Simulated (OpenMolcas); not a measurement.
Ar⁶⁺: from CASSCF to CASPT2

```yaml
Program: OpenMolcas 26.06
Basis: ANO-L-VDZP [4s3p1d]
Scalar_Hamiltonian: non-relativistic, point nucleus
Active_space: 2 electrons in 4 orbitals (3s 3p)
State_averaging: 2S+1 = 3 even, 3 roots; 2S+1 = 1 even, 7 roots (6 in the spin-orbit step); 2S+1 = 3 odd, 3 roots; 2S+1 = 1 odd, 3 roots
Spin-orbit_coupling: state interaction with AMFI integrals over the reference wave functions, term energies averaged over their components
```

Methods on the same reference wave functions:
A. CASSCF
B. SS-CASPT2, IPEA 0.25 Eh, imaginary shift 0.1 Eh (closed shells correlated: 2s 2p)

Energies in cm⁻¹ above 3s² ¹S₀, the measured ground level; measured values from Saloman, J. Phys. Chem. Ref. Data 39, 033101 (2010).

| Level | A | B | Measured |
| --- | --- | --- | --- |
| 3s² ¹S₀ | 0.0 | 0.0 | 0.0 |
| 3s 3p ³P°₀ | 108489 | 108030 | 113101 |
| 3s 3p ³P°₁ | 109207 | 108746 | 113906 |
| 3s 3p ³P°₂ | 110685 | 110226 | 115590 |
| 3s 3p ¹P°₁ | 181928 | 173250 | 170722 |

Deviations, from unrounded energies. A percentage is the sum of absolute deviations over the sum of measured energies, with the sign that they share, or ± where signs differ.

```
           Against measurement  Levels     A     B
mean absolute deviation (cm-1)       4  6400  4500
      other configurations (%)       4  ±5.0  ±3.5
```

B lies closest to measurement on these levels. The largest miss of B in the table is 3s 3p ³P°₂, by -5400 cm-1. The ranking rests on the paired levels alone, and a cruder setting can come out closer through cancelling errors.

The lowest spin-free term lies below A's lowest term by 0.012 hartree in B.

Over all roots computed the reference weight is 0.95 to 1.00 in B; the roots of lowest weight are the least certain, and an intruder state may touch them. The basis is small and was not contracted for so high a charge. Measured partners are found by configuration, term and J. A level has none where our copy of the source lacks it or the pairing is in doubt (some pairs that miss far off the trend of their configuration count as doubtful), and it then counts in no deviation. Only configurations of the active space appear. The table leaves out levels that lie high or whose names do not pair safely across all columns.

° marks odd parity.
